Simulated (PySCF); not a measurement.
# Ca⁺ (calcium, charge +1) across methods

[Ar] 4p1, 2P determinant (an excited configuration). All numbers are calculated (PySCF 2.14, the non-relativistic Hamiltonian (point nucleus), in dyall-av2z (17s13p4d, 76 functions)).

| method | E (hartree) | mean ε 3p α (eV) | mean ε 3p β (eV) | mean ε 4p α (eV) | Σ⟨r²⟩ (bohr²) | ⟨S²⟩ |
| --- | --- | --- | --- | --- | --- | --- |
| LDA | -675.400 | -36.100 | -36.019 | -6.953 | 36.35 | 0.750 |
| TPSS | -677.264 | -36.326 | -36.260 | -6.972 | 36.69 | 0.750 |
| r2SCANh | -677.202 | -37.669 | -37.604 | -7.160 | 36.87 | 0.750 |
| wB97X | -677.237 | -41.037 | -40.997 | -8.632 | 37.57 | 0.750 |
| PBE | -677.018 | -36.059 | -35.980 | -7.026 | 36.52 | 0.750 |
| r2SCAN | -677.202 | -36.828 | -36.772 | -6.992 | 36.78 | 0.750 |
| UHF | -676.45803 | -44.398 | -44.259 | -8.421 | 38.99 | 0.750 |
| PBE0 | -677.063 | -38.438 | -38.346 | -7.469 | 36.88 | 0.750 |

Question: Estimate the same row for B97-3.

Answer: E (hartree) = -677.163; mean ε 3p α (eV) = -38.530; mean ε 3p β (eV) = -38.469; mean ε 4p α (eV) = -7.397; Σ⟨r²⟩ (bohr²) = 36.82; ⟨S²⟩ = 0.750.
